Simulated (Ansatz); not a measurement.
Relaxation of BCl2H5Si (9 atoms, charge 0, multiplicity 1), to a largest force component of 0.03 eV/Å in at most 50 steps.

Method: RHF/def2-SVP (Ansatz 0.2.0).

```xyz
9
Properties=species:S:1:pos:R:3:forces:R:3
B -0.087 -0.565 -0.386 -0.18 0.68 -0.72
H 0.507 0.253 1.791 0.69 1.18 -0.56
Cl 1.336 0.238 -1.048 0.03 0.02 -0.01
Cl -1.654 0.205 -0.647 0.00 0.01 0.00
Si 0.023 -2.323 0.523 0.05 -1.05 0.22
H -0.279 -3.390 -0.467 0.01 -0.01 0.00
H 1.377 -2.554 1.078 -0.01 0.00 0.01
H -0.975 -2.398 1.615 -0.02 0.00 0.01
H 0.227 -0.255 2.200 -0.57 -0.85 1.05
```

Task: Where does it end, and by what steps?

Result: It converged. The force dipped under the threshold on the way, but the program's further checks kept it going. After 24 steps the energy has fallen by 0.261 eV; H9 moved furthest, 1.23 Å.

```json
{"step": "0", "energy less start (eV)": "0.0000", "largest force component (eV/Å)": "1.185", "accepted": "yes"}
{"step": "1", "energy less start (eV)": "-0.1479", "largest force component (eV/Å)": "0.618", "accepted": "yes"}
{"step": "2", "energy less start (eV)": "-0.2128", "largest force component (eV/Å)": "0.412", "accepted": "yes"}
{"step": "3", "energy less start (eV)": "-0.2295", "largest force component (eV/Å)": "0.412", "accepted": "yes"}
{"step": "4", "energy less start (eV)": "-0.2493", "largest force component (eV/Å)": "0.157", "accepted": "yes"}
{"step": "5", "energy less start (eV)": "-0.2527", "largest force component (eV/Å)": "0.096", "accepted": "yes"}
{"step": "6", "energy less start (eV)": "-0.2558", "largest force component (eV/Å)": "0.059", "accepted": "yes"}
{"step": "7", "energy less start (eV)": "-0.2572", "largest force component (eV/Å)": "0.028", "accepted": "yes"}
{"step": "8", "energy less start (eV)": "-0.1585", "largest force component (eV/Å)": "2.184", "accepted": "no"}
{"step": "9", "energy less start (eV)": "-0.2574", "largest force component (eV/Å)": "0.043", "accepted": "yes"}
{"step": "10", "energy less start (eV)": "-0.2580", "largest force component (eV/Å)": "0.006", "accepted": "yes"}
{"step": "11", "energy less start (eV)": "-0.2558", "largest force component (eV/Å)": "0.390", "accepted": "no"}
{"step": "12", "energy less start (eV)": "-0.2585", "largest force component (eV/Å)": "0.096", "accepted": "yes"}
{"step": "13", "energy less start (eV)": "-0.2587", "largest force component (eV/Å)": "0.061", "accepted": "yes"}
{"step": "14", "energy less start (eV)": "-0.2591", "largest force component (eV/Å)": "0.034", "accepted": "yes"}
{"step": "15", "energy less start (eV)": "-0.2557", "largest force component (eV/Å)": "0.260", "accepted": "no"}
{"step": "16", "energy less start (eV)": "-0.2593", "largest force component (eV/Å)": "0.077", "accepted": "yes"}
{"step": "17", "energy less start (eV)": "-0.2595", "largest force component (eV/Å)": "0.063", "accepted": "yes"}
{"step": "18", "energy less start (eV)": "-0.2600", "largest force component (eV/Å)": "0.008", "accepted": "yes"}
{"step": "19", "energy less start (eV)": "-0.2602", "largest force component (eV/Å)": "0.048", "accepted": "yes"}
{"step": "20", "energy less start (eV)": "-0.2603", "largest force component (eV/Å)": "0.078", "accepted": "yes"}
{"step": "21", "energy less start (eV)": "-0.2605", "largest force component (eV/Å)": "0.058", "accepted": "yes"}
{"step": "22", "energy less start (eV)": "-0.2608", "largest force component (eV/Å)": "0.034", "accepted": "yes"}
{"step": "23", "energy less start (eV)": "-0.2596", "largest force component (eV/Å)": "0.221", "accepted": "no"}
{"step": "24", "energy less start (eV)": "-0.2607", "largest force component (eV/Å)": "0.027", "accepted": "yes"}
```

```xyz
9
Properties=species:S:1:pos:R:3
B -0.204 -0.721 -0.654
H 0.933 0.704 2.524
Cl 1.198 0.306 -0.939
Cl -1.770 -0.158 -1.232
Si -0.059 -2.525 0.298
H -0.359 -3.595 -0.686
H 1.296 -2.736 0.856
H -1.064 -2.587 1.387
H 0.504 0.522 3.107
```

Whether the end is a true minimum wasn't checked by a vibrational analysis.

The run took 54 s on 1 thread of Arm Neoverse V1, with other jobs on the host, peak memory 0.17 GiB.
